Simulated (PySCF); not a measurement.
## Hf+: excitation energy

Hf+ [Xe] 4f14 5d1 6s2 (2D) → Hf+ [Xe] 4f14 5d1 6s1 6p1 (high-spin determinant), as a difference of total energies. Calculation: PySCF 2.14, in aug-cc-pVDZ-PP with ECP60MDF (5s5p4d2f, 54 functions); scalar relativity through the core potential. The calculations carry no spin-orbit coupling.

```json
{"method": "LDA", "excitation energy (eV)": "4.064"}
{"method": "MN15", "excitation energy (eV)": "4.481"}
```

The determinant of the upper state mixes LS terms, which raises its energy above the lowest term, most at the Hartree-Fock and MP2 levels.
